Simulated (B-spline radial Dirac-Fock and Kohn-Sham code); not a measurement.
## Photoemission from Co at 1210 eV, detector at θ = 45°, φ = 0°

System: the free cobalt atom in the configuration [Ar] 3d7 4s2. The computed values come from a radial B-spline solver: Dirac-Hartree-Slater photoionisation with a Latter tail; cross sections with all multipoles, angular parameters from the dipole term and its interference with E2. Thresholds are tabulated edges, those marked * orbital energies of the model. For linearly polarised light dσ/dΩ = σ/(4π) [1 + β P₂(cos θ) + (δ + γ cos²θ) sin θ cos φ], with θ from the polarisation vector and φ the angle between the beam and the projection of the electron momentum on the plane normal to the polarisation. The dipole factor is 1 + βP₂ and the non-dipole term is the rest of the bracket. Open shells are filled statistically over j.

```csv
subshell,threshold (eV),σ (kb),β,γ,δ,dipole factor,non-dipole term,dσ/dΩ (kb/sr)
2s,925.1,93.2,2.00,0.20,0.000,1.500,+0.070,11.6
2p1/2,793.2,147,1.41,0.06,0.018,1.353,+0.033,16.2
2p3/2,778.1,286,1.43,0.07,0.019,1.358,+0.037,31.7
3s,101.0,16.4,2.00,-0.05,0.000,1.500,-0.018,1.93
3p1/2,73.34*,14.9,1.54,0.28,0.013,1.384,+0.108,1.77
3p3/2,71.39*,28.9,1.55,0.29,0.013,1.388,+0.111,3.44
3d3/2,13.10*,3.06,1.00,0.52,0.087,1.249,+0.244,0.363
3d5/2,12.88*,4.48,0.98,0.51,0.088,1.246,+0.244,0.531
4s,7.50*,1.01,2.00,-0.04,0.000,1.500,-0.015,0.119
```
